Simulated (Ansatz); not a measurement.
Two isomers of C2H5NSi: A = `C1=C[SiH2]N1`, B = `CC1=N[SiH2]1`.

Program: Ansatz. Geometries: PBE0-D4/def2-TZVP. ΔE: electronic, gas phase. CCSD(T)/CBS is the MP2 limit (def2-TZVPP, def2-QZVPP) plus CCSD(T) − MP2 in def2-TZVPP, frozen cores. DFT in def2-TZVPP.

(1) Which is lower in electronic energy at CCSD(T)/CBS, and by how much? (An estimate is asked.)

(2) Give E(B) − E(A) in kJ/mol with BLYP-D4, HF/def2-TZVPP, LDA (SPW92), CCSD(T)/def2-SVP, MP2/def2-TZVPP, PBE0-D4, CCSD/def2-TZVPP. (Estimate.)

(3) Does the order hold for the free energy at 298.15 K (harmonic terms from PBE0-D4)? (An estimate is asked.)

Largest T1 diagnostic: 0.015.

Results:

(1) Ansatz gave: A, by 51.8 kJ/mol.

(2) Computed: BLYP-D4 37.6, HF/def2-TZVPP 54.5, LDA (SPW92) 61.8, CCSD(T)/def2-SVP 34.1, MP2/def2-TZVPP 50.3, PBE0-D4 53.0, CCSD/def2-TZVPP 50.1. None reverses the order clearly.

(3) Ansatz gave: Yes: G(B) − G(A) = +46.2 kJ/mol.

From BLYP to BHLYP (50 % exact exchange), in def2-TZVPP and without D4, E(B) − E(A) moves by +19.8 kJ/mol. At CCSD(T), def2-SVP lies −17.6 kJ/mol from the extrapolated value and def2-TZVPP −4.5 kJ/mol.
